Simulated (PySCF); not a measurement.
**Au(3+): interval between two levels**

Au(3+) [Xe] 4f14 5d8 [3F4, M_J = 4] → Au(3+) [Xe] 4f14 5d7 6s1 [5F5, M_J = 5], as a difference of total energies. All numbers are calculated (PySCF 2.14, the two-component X2C-1e Hamiltonian, in x2c-SVPall-2c with one added diffuse shell each of s, d type (8s9p10d2f, 99 functions)). Correlated levels: [Kr] 4d10 4f14 frozen; the 22 highest virtual spinors dropped. "Screened" scales the spin-orbit matrix elements by Boettger's factors to mimic the two-electron term; Breit and QED terms are absent.

```
                    method  interval between two levels (cm⁻¹)
           GHF (spin-free)                               55924
          GMP2 (spin-free)                               59088
 GHF (screened spin-orbit)                               52700
GMP2 (screened spin-orbit)                               55812
```

The labels give the starting determinants; with spin-orbit coupling the two ends relaxed to ⟨J²⟩ = 20.01, ⟨L²⟩ = 12.47, ⟨S²⟩ = 2.05 and ⟨J²⟩ = 30.01, ⟨L²⟩ = 13.20, ⟨S²⟩ = 5.62.
